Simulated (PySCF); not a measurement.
Compound: C₇H₇S (doublet state).
Structure used (GFN2-xTB), in Å, numbered top down from 1:
```
atom  x, y, z in Å
C1    -1.9486   -0.5889   -2.5190
C2    -1.1111   -0.5367   -1.4610
C3    -0.7348   -1.5852   -0.5790
C4     0.1453   -1.1950    0.3961
C5     0.5067    0.1538    0.3472
C6     1.3957    0.8209    1.2324
C7     1.7049    2.1228    1.1789
S8    -0.2915    0.9560   -0.9769
H9    -2.4334   -1.5110   -2.7865
H10   -2.1552    0.2780   -3.1184
H11   -1.1243   -2.5805   -0.6945
H12    0.5407   -1.8542    1.1500
H13    1.8359    0.1910    1.9961
H14    2.3895    2.5699    1.8769
H15    1.2758    2.7672    0.4300
```

The hyperfine couplings belong to this conformer and change with its torsions.

Identity: `[CH2]C1=CC=C(C=C)S1` [radical].

Computed, not measured: PySCF 2.14.0, UKS B3LYP, pcH-1 on C H S, non-relativistic, mean-field spin-orbit, GIAO. Geometry: GFN2-xTB, one conformer, isolated molecule. Couplings are sensitive to structure, and on GFN2-xTB geometries they can be far from those on DFT ones. The SCF solution wasn't tested for stability. ⟨S²⟩ is 0.793 where a pure state has 0.75.

(1) What is the g tensor, term by term?

(2) What are the electron Larmor frequencies g μB B/h along the three axes at 3350 mT?

(3) How much does each term add to the isotropic shift?

(4) What effective moment and Curie constant follow for a powder?

(5) In a frozen sample, at which fields do the three g values resonate at 9.5, 34, 94 and 263 GHz (hyperfine left aside), and which band first spreads them over more than twice a line width of 0.3 mT?

Answers

(1) 
```csv
Δg (ppm),1,2,3
relativistic mass correction,-150,-150,-150
gauge correction,1,34,33
orbital Zeeman/spin–orbit,-1,174,2643
total,-150,58,2527
```

So g = 2.00217, 2.00238, 2.00485 and g_iso = 2.00313; the tensor is close to axial: the two nearest values differ by 8 % of g3 − g1. Axes: g1 is normal to the molecular plane, g2 points within 9° of the C5–S8 bond and g3 points within 9° of the C1–H9 bond.

(2) 93.8766, 93.8863, 94.0021 GHz for g1, g2 and g3, a range of 125.5 MHz.

(3) The orbital-Zeeman/spin–orbit term 939, the mass correction -150 and the gauge correction 23 ppm, for a total of 812 ppm. The orbital-Zeeman/spin–orbit term is the largest in size. The mass correction is the same along every axis, so the anisotropy comes from the other two: their spans along these axes are 33 (gauge) and 2644 ppm (orbital Zeeman/spin–orbit).

(4) With the mean of g² = 4.0125 and S(S+1) = 0.75: μ_eff = √(⟨g²⟩S(S+1)) = 1.735 μB and χT = 0.12505·⟨g²⟩·S(S+1) = 0.376 cm³ K/mol (cgs; spin-Hamiltonian part alone).

(5) 
```csv
band,GHz,B(g3) mT,B(g2) mT,B(g1) mT,spread mT
X,9.5,338.56,338.97,339.01,0.45
Q,34.0,1211.68,1213.17,1213.30,1.62
W,94.0,3349.93,3354.06,3354.40,4.48
J,263.0,9372.67,9384.22,9385.20,12.53
```

The spread grows in proportion to the frequency. Q band is the first where it exceeds 0.6 mT.

The Mulliken spin populations are largest on C1 (+0.52), C3 (+0.34), C5 (+0.34) and C7 (+0.32). Four atoms exceed +0.15. The angles at C1 add up to 360.0°, so it is planar.

The HOMO–LUMO gaps are 3.93 eV among the α and 3.86 eV among the β orbitals.
